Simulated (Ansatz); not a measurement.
thioethanol (C2H6S), singlet, at a GFN2-xTB geometry. Base run: BLYP/STO-3G (Ansatz, a program for electronic structure).

Input for Ansatz:
Ansatz 0.2 input:
```yaml
crystal:
  periodic: [false, false, false]
  atoms:
    - {symbol: C, position_ang: [1.52061639, 0.69110205, -0.00537013]}
    - {symbol: C, position_ang: [0.01160357, 0.83116525, 0.00317706]}
    - {symbol: S, position_ang: [-0.76180616, -0.83788851, 0.00077464]}
    - {symbol: H, position_ang: [-2.02039087, -0.40414507, 0.00913826]}
    - {symbol: H, position_ang: [-0.33041049, 1.34965505, 0.89884698]}
    - {symbol: H, position_ang: [-0.33986788, 1.35660473, -0.88474809]}
    - {symbol: H, position_ang: [1.98452811, 1.67524859, -0.00399531]}
    - {symbol: H, position_ang: [1.85553895, 0.14418625, 0.87317856]}
    - {symbol: H, position_ang: [1.84618103, 0.15106283, -0.89165625]}
basis:
  gaussian:
    orbitals: STO-3G
hamiltonian:
  xc: blyp
```

Variants of this job, named by their change:

```csv
change,ΔE vs base (mEh)
base,0.000
lower_state_search = light,0.000
fitting.mean_field = cc-pVTZ-JKFIT,___
lower_state_search = full,0.000
lower_state_search = off,0.000
accuracy = high,0.002
"final_grid = 4, 8, 17",0.048
"point_charge = charge:1.0 position_ang:1.05, -4.2706, 2.816",-4.545
"point_charge = charge:-1.0 position_ang:2.9795, 4.3468, 3.2566",-1.996
"point_charge = charge:0.5 position_ang:4.7277, -2.8519, -1.1944",-0.820
nuclear_model = gaussian,___
```

**Question.** Fill in the missing entries.

**Answer.** 
- fitting.mean_field = cc-pVTZ-JKFIT, ΔE vs base (mEh): -0.242
- nuclear_model = gaussian, ΔE vs base (mEh): 0.213
